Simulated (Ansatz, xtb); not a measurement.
# C3H10B2O2: which of two isomers lies lower

We compare X, `BOBOC(C)C`, a singlet, with Y, `CCBOBOC`, a singlet. Both are isolated molecules in the gas phase, relaxed with PBE0-D3(BJ)/def2-SVP, each in the lowest conformer that the search found.

Q: Estimate which is lower in electronic energy at CCSD(T)/def2-SVP + ΔMP2/def2-TZVPP, and by roughly how much.

A: The CCSD(T)/def2-SVP + ΔMP2/def2-TZVPP calculation puts structure X lower, by 0.065 eV.

The same difference at several levels:

```csv
level,geometry,E(Y) − E(X) (eV),departure from the last row (eV),"job, with rough time for the two"
PBE0-D3(BJ)/def2-SVP,PBE0-D3(BJ)/def2-SVP,−0.104,−0.169,"optimisation, 2.7 min"
HF/def2-SVP,PBE0-D3(BJ)/def2-SVP,−0.035,−0.100,part of the CCSD(T) run
MP2/def2-SVP,PBE0-D3(BJ)/def2-SVP,+0.079,+0.014,part of the CCSD(T) run
CCSD(T)/def2-SVP,PBE0-D3(BJ)/def2-SVP,+0.078,+0.013,single point
CCSD(T)/def2-SVP + ΔMP2/def2-TZVPP,PBE0-D3(BJ)/def2-SVP,+0.065,,"single point, 89 s"
```

As drawn, Y has 1 C–B, 1 C–H in place of 1 C–C, 1 B–H.

PBE0-D3(BJ)/def2-SVP, HF/def2-SVP put the two in the other order. The largest departure from CCSD(T)/def2-SVP + ΔMP2/def2-TZVPP is that of PBE0-D3(BJ)/def2-SVP, 0.169 eV. Levels run at GFN2-xTB geometries aren't shown. The last row adds to CCSD(T) the change of the MP2 difference between the two basis sets, here −0.013 eV.

With thermal terms from frequencies at re-optimised GFN2-xTB minima (ideal gas, soft modes damped towards free rotors, one conformer each, 298.15 K, 1 atm): the zero-point term adds +0.020 eV; ΔH is +0.097 and ΔG +0.055 eV.

The correlated steps freeze 7 core orbitals. Programs: Ansatz 0.2.0, xtb 6.7.1; the last row on 4 threads of Arm Neoverse V2 on a shared host.
